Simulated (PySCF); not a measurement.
WOF₃, SMILES [W+]([F])([F])(=[O])[F], charge +1, multiplicity 1. The structure is a stationary point at B3LYP-D3(BJ)/def2-SVP. The spin state was assumed, not searched. The isomer is the one that the SMILES or the coordinates give; other isomers of the formula were not compared. The def2 effective core potentials stand for the cores of W; spin–orbit coupling is left out.

Computed equilibrium geometry at B3LYP-D3(BJ)/def2-SVP (PySCF confirms it by a frequency run) as Cartesian coordinates in Å, and its point group:
point group C3v.
```xyz
5

W      0.0000     0.0000     0.0026
O      0.0000     0.0000    -1.6592
F      1.5095     0.8715     0.4846
F      0.0000    -1.7430     0.4846
F     -1.5095     0.8715     0.4846
```
Charge +1, spin multiplicity 1.
